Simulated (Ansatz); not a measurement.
Geometry optimisation, RKS PBE-D4/STO-3G in Ansatz 0.2.0.

input.yaml

```yaml
crystal:
  periodic: [false, false, false]
  atoms:
    - { symbol: C, position_ang: [-0.5959, -1.8006, 1.0901] }
    - { symbol: Si, position_ang: [0.2509, -0.519, 0.0482] }
    - { symbol: O, position_ang: [-0.5614, 0.9283, -0.0894] }
    - { symbol: C, position_ang: [-0.0821, 2.0477, -0.747] }
    - { symbol: "N", position_ang: [0.9196, 2.1828, -1.4527] }
    - { symbol: F, position_ang: [-0.9853, 3.1011, -0.6829] }
    - { symbol: H, position_ang: [-1.6053, -1.9725, 0.6651] }
    - { symbol: H, position_ang: [-0.0524, -2.6809, 1.1284] }
    - { symbol: H, position_ang: [-0.7839, -1.3751, 2.1425] }
    - { symbol: H, position_ang: [1.6043, -0.2705, 0.6399] }
    - { symbol: H, position_ang: [0.4588, -1.0536, -1.2944] }
    - { symbol: H, position_ang: [1.5097, 1.3572, -1.4138] }
basis:
  gaussian: { orbitals: STO-3G }
hamiltonian:
  xc: pbe
  dispersion: d4
relax:
  f_tol: 0.02
  max_steps: 50
output:
  orbitals: {}
```

Command:

```bash
$ ansatz run input.yaml --threads 1 --pin off --max-ram 2048MiB --backend cpu --events-out ev --progress --plain --runs-dir out
```

**Question.** Where does it end, and by what steps?

**Answer.** It converged. Limits of this set-up: minimal basis. After 8 steps the energy has fallen by 0.970 eV; O3 moved furthest, 0.15 Å.

| step | energy less start (eV) | largest force component (eV/Å) | accepted |
| --- | --- | --- | --- |
| 0 | 0.0000 | 5.347 | yes |
| 1 | -0.8080 | 1.680 | yes |
| 2 | -0.8873 | 0.909 | yes |
| 3 | -0.9556 | 0.381 | yes |
| 4 | -0.9683 | 0.214 | yes |
| 5 | -0.9698 | 0.099 | yes |
| 6 | -0.9700 | 0.041 | yes |
| 7 | -0.9701 | 0.045 | yes |
| 8 | -0.9701 | 0.012 | yes |

```xyz
12
Properties=species:S:1:pos:R:3
C -0.625 -1.735 1.080
Si 0.332 -0.521 0.021
O -0.667 0.924 0.017
C -0.127 2.000 -0.735
N 0.981 2.194 -1.467
F -1.016 3.045 -0.636
H -1.614 -1.952 0.643
H -0.076 -2.687 1.168
H -0.782 -1.339 2.097
H 1.643 -0.226 0.595
H 0.506 -1.018 -1.342
H 1.522 1.259 -1.407
```

Whether the end is a true minimum wasn't checked by a vibrational analysis.

Time of the run: 74 s on 1 thread of Intel(R) Xeon(R) Processor @ 2.50GHz (Skylake/Cascade Lake) (shared host), peak memory 0.19 GiB.
